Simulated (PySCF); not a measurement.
# Electronic structure of N+ (nitrogen, charge +1) at the UHF level

Configuration: [He] 2s2 2p2, high-spin 3P determinant. Calculation: PySCF 2.14, in def2-TZVP; no relativity, point nucleus.

- Total energy: -53.891999 hartree
- One-electron energy: -70.0572 hartree
- Hartree (Coulomb) energy: 22.3778 hartree
- Exchange energy: -6.2127 hartree
- Kinetic energy: 53.89631 hartree
- ⟨S²⟩: 2.0069
- ⟨L²⟩: 2.011
- Sum of ⟨r⟩: 5.450 bohr
- Sum of ⟨r²⟩: 7.760 bohr²
- Traceless quadrupole moment −½Σ⟨3z² − r²⟩ along its main axis: 0.770 e·bohr²
- Density at the nucleus (Gaussians lack the cusp): 201 bohr⁻³
- Spin density at the nucleus: 0.0709 bohr⁻³
- Langevin diamagnetic susceptibility: -6.15 ×10⁻⁶ cm³/mol
- Time after the integrals: 0.06 s of wall time on 1 thread of Neoverse-V2 (shared host)

| shell | electrons | mean orbital energy (eV) | rms radius, mean of both spins (bohr) |
| --- | --- | --- | --- |
| 1s α | 1 | -444.10 | 0.265 |
| 1s β | 1 | -442.05 | 0.265 |
| 2s α | 1 | -44.151 | 1.37 |
| 2s β | 1 | -35.535 | 1.37 |
| 2p α | 2 | -30.380 | 1.39 |
